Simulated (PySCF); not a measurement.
## Electron correlation in Sb⁵⁺ (antimony, charge +5)

Starting occupation: [Kr] 4d10. All numbers are calculated (PySCF 2.14, X2C-1e with screened-nucleus spin-orbit coupling, Gaussian nucleus, in x2c-TZVPPall-2c with one added diffuse shell each of s, p, d, f type (9s10p6d3f, 90 functions)). Frozen: [Ar] 3d10; 18 electrons correlated; the 6 highest virtual spinors left out.

MP2 pair energies summed by pair of shells (mhartree):

| pair | energy | share (%) |
| --- | --- | --- |
| 4d3/2-4d5/2 | -73.63 | 28.3 |
| 4d5/2-4d5/2 | -54.69 | 21.0 |
| 4d5/2-4p3/2 | -23.68 | 9.1 |
| 4d3/2-4d3/2 | -23.42 | 9.0 |
| 4d3/2-4p3/2 | -15.84 | 6.1 |
| 4d5/2-4p1/2 | -11.70 | 4.5 |
| 4d5/2-4s1/2 | -9.58 | 3.7 |
| 4p1/2-4p3/2 | -9.47 | 3.6 |
| 4p3/2-4p3/2 | -9.38 | 3.6 |
| 4d3/2-4p1/2 | -7.58 | 2.9 |
| 4p3/2-4s1/2 | -7.21 | 2.8 |
| 4d3/2-4s1/2 | -6.32 | 2.4 |
| 4p1/2-4s1/2 | -3.63 | 1.4 |
| 4p1/2-4p1/2 | -2.21 | 0.8 |
| 4s1/2-4s1/2 | -1.79 | 0.7 |

Total MP2 correlation energy: -260.13 mhartree.

The virtual space was cut to 110 spinors, which keep -260.11 of the -260.13 mhartree of MP2 correlation.

| level | correlation energy (mhartree) |
| --- | --- |
| CCSD | -255.09 |

Diagnostics: T1 = 0.0041, largest double amplitude 0.012.

Cost of the coupled-cluster step: 160 s of wall time on 4 threads of Neoverse-V2 (shared host), for 18 occupied and 110 virtual spinors.

This basis was not built for core-valence correlation, so the inner-shell part is incomplete.
